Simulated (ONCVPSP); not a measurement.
# Cutoff test, Ru (Z = 44), ONCV

```
Element                 : Ru (Z = 44)
Generator               : ONCVPSP 4.0.1
Type                    : optimised norm-conserving Vanderbilt (ONCV)
Functional              : PW91
Relativity              : fully relativistic
Frozen core             : [Ar] 3d10
Valence charge          : 16
Reference configuration : 4s2 4p6 4d7 5s1
Partial waves           : 4s+5s: rc 1.45 bohr, ncon 4, nbas 8, qcut 6.3 1/bohr, 2 projectors; 4p: rc 1.10 bohr, ncon 4, nbas 7, qcut 6.4 1/bohr, 1 projector; 4d: rc 1.30 bohr, ncon 4, nbas 8, qcut 7.3 1/bohr, 2 projectors, debl 1.8 Ha
Local potential         : polynomial inside 0.75 bohr (lpopt 5, dvloc0 0 Ha)
Core correction         : Teter function, fcfact 5, rcfact 1.3
```

Open shells are filled in proportion to 2j + 1.

For each optimised wave give the share of its norm inside rc, the residual kinetic energy above qcut (Ha) and the cutoffs (Ha) for errors of 10, 1, 0.1 and 0.01 mHa per electron.

| wave | norm inside rc | residual KE | 10 mHa | 1 mHa | 0.1 mHa | 0.01 mHa |
| --- | --- | --- | --- | --- | --- | --- |
| 4s | 0.889 | 9.5e-04 | 14.7 | 20.1 | 75.7 | 92.5 |
| 5s | 0.036 | 2.9e-04 | 10.0 | 17.1 | 28.9 | 77.5 |
| 4p j=3/2 | 0.510 | 1.7e-02 | 25.2 | 100.8 | 121.9 | 162.6 |
| 4p j=1/2 | 0.542 | 1.8e-02 | 26.0 | 102.8 | 123.3 | 166.6 |
| 4d j=5/2 | 0.363 | 4.5e-04 | 18.8 | 24.8 | 46.5 | 129.1 |
| d projector 2 j=5/2 | 0.167 | 8.8e-04 | 20.1 | 26.4 | 33.3 | 84.9 |
| 4d j=3/2 | 0.375 | 5.2e-04 | 19.1 | 25.1 | 49.3 | 130.3 |
| d projector 2 j=3/2 | 0.167 | 9.6e-04 | 20.3 | 26.6 | 34.2 | 81.8 |

The occupied waves need 103 Ha and 123 Ha for 1 and 0.1 mHa. Note: ghosts flagged at negative energy: s at -86.9 eV; GHOST(+) flagged for p3/2 at 61.5 eV. A true bound ghost makes a file unfit for plane-wave use.
